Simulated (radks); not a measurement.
Values are calculated unless marked as measured or tabulated.
Question: The mean radii <r> (bohr) of the occupied orbitals of an atom or ion are listed with their occupations. Code: a radial shooting solver on a logarithmic mesh with Libxc functionals. Model: Dirac Kohn-Sham, PBEsol, spin-unpolarised, spherical densities, finite nucleus; Fermi nuclear charge, rms radius of each element as measured or else 0.836 A^(1/3) + 0.57 fm.

| orbital | occ. | <r> |
|---|---|---|
| 1s1/2 | 2 | 0.01660 |
| 2s1/2 | 2 | 0.06928 |
| 2p1/2 | 2 | 0.05693 |
| 2p3/2 | 4 | 0.06560 |
| 3s1/2 | 2 | 0.1802 |
| 3p1/2 | 2 | 0.1705 |
| 3p3/2 | 4 | 0.1864 |
| 3d3/2 | 4 | 0.1621 |
| 3d5/2 | 6 | 0.1670 |
| 4s1/2 | 2 | 0.3993 |
| 4p1/2 | 2 | 0.4012 |
| 4p3/2 | 4 | 0.4354 |
| 4d3/2 | 4 | 0.4425 |
| 4d5/2 | 6 | 0.4537 |
| 5s1/2 | 2 | 0.9007 |
| 4f5/2 | 6 | 0.4791 |
| 4f7/2 | 8 | 0.4858 |
| 5p1/2 | 2 | 0.9680 |
| 5p3/2 | 4 | 1.062 |
| 5d3/2 | 3.6 | 1.360 |
| 5d5/2 | 5.4 | 1.404 |

Name the element and its charge. Open shells, if any, are shared by 2j + 1.

Answer: Z = 80, mercury, charge +3: Hg3+ in [Xe] 4f14 5d9. The 1s radius gives Z: for a bare nucleus <r> = (2 gamma + 1)/(2Z) with gamma = sqrt(1 - (Z/c)^2), 0.0164 bohr for Z = 80, and screening makes it slightly larger (0.01660 here). The occupations add up to 77, and the charge is Z minus that.
